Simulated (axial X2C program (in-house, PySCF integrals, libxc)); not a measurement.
# Bond lengths and stretching modes, held linear, of NSnN²⁺

Calculated with an axial X2C code built on PySCF integrals: two-component X2C with atomic mean-field Coulomb and Gaunt terms, Gaussian nuclei, basis N dyall-av3z, Sn dyall-v3z with contracted cores. Spin-free rows use the one-electron spin-free X2C Hamiltonian.

Masses N 14.003, Sn 119.902, N 14.003 u. States: 2c Ω = 2 (beyond evenly filled blocks: 2 × ω = -1/2, 2 × ω = 3/2); spin-free M_S = 2, Λ = 0 (beyond evenly filled blocks: 2 × π+α, 2 × π-α).

BHandHLYP, spin-free: energies above the lowest point

```tsv
r(N–Sn) (Å)	r(Sn–N) (Å)	E (meV)
2.1060	2.1060	25.35
2.1060	2.1600	13.09
2.1060	2.2140	25.85
2.1600	2.1060	13.09
2.1600	2.1600	0.00
2.1600	2.2140	12.13
2.1600	2.2680	42.77
2.2140	2.1060	25.85
2.2140	2.1600	12.13
2.2140	2.2140	23.77
2.2680	2.1600	42.77
2.2680	2.2680	84.08
```

**Question.** Fit a quadratic surface with cubic terms in each bond: where is the minimum, and what are the two stretching wavenumbers?

**Answer.** At BHandHLYP, spin-free: bonds 2.158 and 2.158 Å; harmonic stretches 408.0 and 462.0 cm⁻¹; force constants 1.4, 1.4 and coupling -0.03 mdyn/Å.

The other levels and Hamiltonians give:

```
Hamiltonian      level  r(N–Sn) (Å)  r(Sn–N) (Å)  lower stretch (cm⁻¹)  upper stretch (cm⁻¹)
         2c         HF        2.161        2.161                 398.7                 445.0
         2c  BHandHLYP        2.159        2.159                 407.6                 461.8
         2c        MP2        2.140        2.140                 447.8                 518.7
  spin-free         HF        2.160        2.160                 400.4                 445.4
  spin-free        MP2        2.141        2.141                 444.6                 518.8
```

Each state is one determinant, the lowest of a limited PBE0 search; the stretches come from a fit to these few points and carry an uncertainty of a few per cent. Other orders of the atoms were not compared. Left out for rough or failed fits: PBE0 2c, PBE0 spin-free. MP2 freezes inner shells (threshold -2 hartree). A multiply charged ion may be only metastable. The molecule was held linear; bending was not examined, so a bent shape may lie lower. Open-shell Ω = 0 determinants with evenly filled partner blocks cannot be reached by this program, so the Ω shown need not be the lowest component. Note: several unpaired electrons, one determinant need not be a pure state.
